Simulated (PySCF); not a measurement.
Diatomics of Se with the fifth-period p block

PBE0 with triple-zeta basis sets in PySCF, for the lowest determinant that a PBE0 search found; no spin–orbit coupling. De refers to high-spin ground-configuration atoms. A positive dipole means M(−)Se(+).

```csv
M,basis,state (unpaired electrons),Re (Å),ωe (cm⁻¹),De (eV),μ (D)
Sn,def2-TZVPP,singlet (closed shell),2.325,339,4.60,-3.13
Sb,def2-TZVPP,doublet (π ↑),2.330,343,3.15,-1.99
Te,x2c-TZVPPall,triplet (π ↑↑),2.351,331,3.37,-0.95
I,def2-TZVPP,doublet (π ↑),2.442,279,2.33,-0.52
```

(1) By what factor does the harmonic wavenumber vary along the series?

The rows differ in basis set, which adds steps of its own.

The state changes along the series, so neighbouring rows are not always alike in their bonding.

These are scalar-relativistic numbers at best; spin–orbit coupling would shift them, the dissociation energy most. States were picked by a PBE0 search and need not be the measured ground states.

## Answers

(1) At PBE0 it runs from 279 cm⁻¹ (SeI) to 343 cm⁻¹ (SbSe), a factor of 1.23.
